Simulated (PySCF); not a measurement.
Species: C₄H₄FNO₂.
Bonds: C1–O2, O2–C3, C3–C4 (aromatic), C4–O5 (aromatic), O5–N6 (aromatic), N6–C7 (aromatic), C7–F8, C3–C7 (aromatic). Hydrogens: H9, H10, H11 on C1; H12 on C4.

Computed with PySCF at CAM-B3LYP/def2-SVPD, non-relativistic, on one gas-phase PBE0-D3(BJ)/def2-SVP geometry that isn't relaxed in the solvent. The solvent is an IEF-PCM continuum (cavity from Bondi-type radii × 1.2). Specific hydrogen bonds and non-electrostatic terms are outside this model.

Gas phase at CAM-B3LYP/def2-SVPD: HOMO -8.68 eV, LUMO 0.49 eV, dipole 4.72 D.

Q: What does the continuum do to the energy, the frontier levels and the dipole at CAM-B3LYP/def2-SVPD in cyclohexane and chloroform?

A: 
```tsv
solvent	ε	E(solvent) − E(gas) (kcal/mol)	polarisation term (kcal/mol)	distortion of the solute (kcal/mol)	HOMO (eV)	LUMO (eV)	dipole (D)
cyclohexane	2.017	-2.58	-2.81	0.23	-8.60	0.51	5.25
chloroform	4.711	-4.74	-5.54	0.80	-8.56	0.51	5.69
```

Polarisation term: ½ Σ q·V over the induced surface charges. Distortion: the rise of the solute's own energy as its density leaves the gas-phase optimum. From cyclohexane to chloroform the lowering changes by a factor 1.84, Onsager's factor (ε − 1)/(2ε + 1) by 1.76 and ε itself by 2.3.

Q: Which radius a makes the point-dipole formula ΔE = −[(ε − 1)/(2ε + 1)]·μ²/a³ give the value in chloroform, with the gas-phase dipole?

A: μ = 1.858 au and |ΔE| = 0.00755 Eh give a = 2.89 Å; the farthest nucleus lies 2.91 Å from the centroid of the nuclei. The formula assumes a rigid point dipole at the centre of a sphere.

Q: How does the static polarisability (CAM-B3LYP/def2-SVPD, frozen core, with the continuum's full static response) change?

A: 
```json
{"medium": "gas", "isotropic (au)": "59.5", "principal values (au)": "41.7, 64.2, 72.7", "⟨r²⟩ of the electrons (bohr²)": "887.6"}
{"medium": "cyclohexane", "isotropic (au)": "66.0", "principal values (au)": "45.7, 72.1, 80.2", "⟨r²⟩ of the electrons (bohr²)": "887.5"}
{"medium": "chloroform", "isotropic (au)": "71.9", "principal values (au)": "50.2, 79.3, 86.4", "⟨r²⟩ of the electrons (bohr²)": "887.4"}
```

The isotropic value in chloroform is 1.21 times the gas-phase one; no cavity-field correction is applied. ⟨r²⟩ is taken about the centre of nuclear charge.

Shape of the structure used: `[CH3:1][O:2][c:3]1[cH:4][o:5][n:6][c:7]1[F:8]`: C1–O2–C3–C4 0°.
